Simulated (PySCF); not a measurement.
**Argon: a sound run and one with changed settings**

Sound run: Ar²⁺ [Ne] 3s2 3p4, Ar³⁺ [Ne] 3s2 3p3. Calculation: PySCF 2.14, in jorge-DZP-DKH (7s4p1d, 24 functions); the spin-free X2C one-electron Hamiltonian (Gaussian nucleus). The sound run starts from symmetry-adapted Hartree-Fock orbitals and uses a fine grid where one is needed.

Changed run: radial step 0.5 in ln r (0.13 in the sound run). This setting is unsound on purpose.

```json
{"species": "Ar²⁺", "method": "UHF", "sound run (hartree)": "-527.10425", "changed run (hartree)": "-527.10425", "converged": "yes"}
{"species": "Ar²⁺", "method": "B3LYP", "sound run (hartree)": "-527.77116", "changed run (hartree)": "-527.77341", "converged": "yes"}
{"species": "Ar²⁺", "method": "PBE0", "sound run (hartree)": "-527.59798", "changed run (hartree)": "-527.59171", "converged": "yes"}
{"species": "Ar³⁺", "method": "UHF", "sound run (hartree)": "-525.66051", "changed run (hartree)": "-525.66051", "converged": "yes"}
{"species": "Ar³⁺", "method": "B3LYP", "sound run (hartree)": "-526.27149", "changed run (hartree)": "-526.27148", "converged": "yes"}
{"species": "Ar³⁺", "method": "PBE0", "sound run (hartree)": "-526.10411", "changed run (hartree)": "-526.09758", "converged": "yes"}
```

Ionisation energy of Ar²⁺:

| method | sound run (eV) | changed run (eV) |
| --- | --- | --- |
| UHF | 39.286 | 39.286 |
| B3LYP | 40.808 | 40.869 |
| PBE0 | 40.650 | 40.657 |

A coarse radial grid mis-integrates the density and the exchange-correlation energy, with errors of either sign; Hartree-Fock needs no grid.

For comparison, NIST gives 40.735 ± 0.012 eV between the lowest levels.
